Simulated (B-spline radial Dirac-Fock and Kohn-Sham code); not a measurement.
**Satellites and hypersatellites of the K lines of Cu⁺**

System: the Cu⁺ ion in the configuration [Ar] 3d10, inside a Watson sphere of charge -1 and radius 2.7 Å (a model of the Madelung potential; inside it an electron's potential energy is raised by 5.3 eV).

Input of the calculation (task.json; shells as n, l, electrons):

```json
{"items": [{
  "Z": 29,
  "q": 1,
  "cfg": [[1, 0, 2], [2, 0, 2], [2, 1, 6], [3, 0, 2], [3, 1, 6], [3, 2, 10]],
  "A": 63,
  "rrms": 3.8823,
  "watson": [-1, 2.7],
  "do": ["binding", "quiet", "double"]
}]}
```

Launch: `python xray_run.py task.json out`

The computed values come from an atomic code on a B-spline grid: multi-electron Dirac-Fock with separately optimised hole states, Breit and Lamb-shift corrections added in first order. Each two-hole energy is an average over J within one jj subconfiguration, not an observable level; in light atoms, where LS coupling holds, the j-resolved values are not observed lines, and for a K spectator the Kα1 hypersatellite is nearly forbidden. Electron correlation is not included.

Lines without a spectator: Kα2 (K-L2) 8027.3 eV, Kα1 (K-L3) 8047.4 eV, Kβ3 (K-M2) 8900.4 eV, Kβ1 (K-M3) 8903.0 eV. Shifts in eV with one spectator hole (a dash: not computed, or left out as unreliable):

| spectator hole | Kα2 | Kα1 | Kβ3 | Kβ1 |
| --- | --- | --- | --- | --- |
| K (1s) | +307.3 | +310.3 | +382.0 | +382.4 |
| L2 (2p1/2) | +29.46 | +36.0 | – | +77.5 |
| L3 (2p3/2) | +33.0 | +31.8 | +74.4 | – |
| M2 (3p1/2) | – | +2.73 | +4.37 | +6.05 |
| M3 (3p3/2) | +2.46 | – | +5.59 | +5.14 |
| M4 (3d3/2) | -0.03 | -0.83 | – | – |
| M5 (3d5/2) | -0.90 | -0.38 | – | – |

With n spectator holes in 2p, averaged over the 2p shell (energies in eV):

| n | KαLⁿ | step | hypersatellite KαʰLⁿ |
| --- | --- | --- | --- |
| 0 | 8040.6 | – | 8350.0 |
| 1 | 8073.7 | +33.1 | 8384.1 |
| 2 | 8107.8 | +34.0 | 8419.3 |
| 3 | 8142.8 | +35.0 | 8455.4 |
| 4 | 8178.8 | +36.0 | 8492.6 |
| 5 | 8215.8 | +37.0 | 8530.8 |
